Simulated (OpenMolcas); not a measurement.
Pt2+ (d8) on a cation site of an ionic host was computed by SS-CASPT2, IPEA 0.5 Eh, imaginary shift 0.1 Eh with the d shell active (OpenMolcas, ANO-RCC-VTZP on the metal). Its lowest spin-free states, and all those of the highest spin:

```tsv
2S+1	Degeneracy	E (cm-1)
3	3	0
1	3	8230
1	2	8870
3	3	10770
3	3	18210
1	1	19070
1	3	20620
3	1	22730
1	3	23070
1	2	32710
1	1	47390
```

Problem. Is the site octahedral, tetrahedral or cube-like, axial, or of lower symmetry?

Solution. The states with 2S+1 = 3 have orbital degeneracies 3, 3, 3, 1. Threefold states need a cubic site. For d8 at this spin an octahedron puts the single A2 below the threefold T2 and a tetrahedron or cube puts the threefold T1 below the threefold T2, so the site is a tetrahedron or a cube, which this pattern cannot tell apart. The run had Pt2+ with its 8 nearest fluoride ions at 2.24 Å, on the Sr site of SrF2 (a = 5.796 Å, distance in the model lattice 2.510 Å). The rest of the host is ab initio model potentials to 7.6 Å and point charges beyond; the distance is set by hand and nothing relaxes. Ligand basis ANO-RCC-VDZP.

Roots that are degenerate in the reference are averaged as groups; the widest CASPT2 spread within a group is 89 cm-1 (the 3-fold group of multiplicity 3 near 10800 cm-1 above the lowest state of its run). Shifts and gaps below about the spread of the groups concerned are not significant. Over all roots computed the reference weight is 0.67 to 0.68; a low but even weight reflects the number of correlated electrons. Real 4d8 and 5d8 ions are as a rule square planar and diamagnetic. Ligand-to-metal charge-transfer states are missing. With no ligand orbital active B as a rule stays too high, so bands that hang on it stand too high and its fall with covalency is understated. With one d shell and no ligand orbital active, 10Dq can be off by a tenth or more. The distance lies 4 % under the 2.334 Å that this model takes as the normal distance (a Shannon-type radius plus a fixed donor radius, weighted with the host); by an R⁻⁵ law this alone changes a d-shell field by about +23 %. No measured value stands beside these numbers; the geometry was set by hand and not optimised.
